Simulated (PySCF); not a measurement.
# Tc: excitation energy

Tc [Kr] 4d5 5s2 (6S) → Tc [Kr] 4d7 (4F), as a difference of total energies. Calculation: PySCF 2.14, in aug-cc-pVTZ-PP with one added diffuse shell each of s, p, d, f, g type with ECP28MDF (7s7p6d4f3g, 113 functions); scalar relativity through the core potential. Correlated levels: valence: 4s2 4p6 frozen. The calculations carry no spin-orbit coupling.

```tsv
method	excitation energy (eV)
UHF	3.659
LDA	2.074
PBE	1.796
PBE0	2.016
r2SCAN	2.415
B3LYP	1.936
LC-wPBE	1.819
TPSSh	1.822
MP2 (valence)	2.423
SCS-MP2 (valence)	1.917
```

How much does correlation contribute at MP2 (valence)?

2.423 − (3.659) = -1.236 eV, measured against UHF.
